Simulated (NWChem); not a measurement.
InNH4; SMILES [NH2][InH2]

```xyz
6

In     0.0000     0.0000    -0.2973
H      0.0000    -1.5569    -1.0327
H      0.0000     1.5569    -1.0327
N      0.0000     0.0000     1.7206
H      0.0000    -0.8352     2.2942
H      0.0000     0.8352     2.2942
```
Atoms are numbered in this order, from 1.

Results from NWChem. All runs use the structure optimised with PBE0/def2-SVP (def2 core potentials past Kr). B3LYP is NWChem's, with the RPA form of VWN correlation.

### Question
What does the run give for B3LYP/3-21G, non-relativistic? Quantities: highest occupied level (eV); orbital gap (eV); dipole (D).

### Answer
```json
{
 "highest occupied level (eV)": "-6.19",
 "orbital gap (eV)": "5.22",
 "dipole (D)": "1.45"
}
```
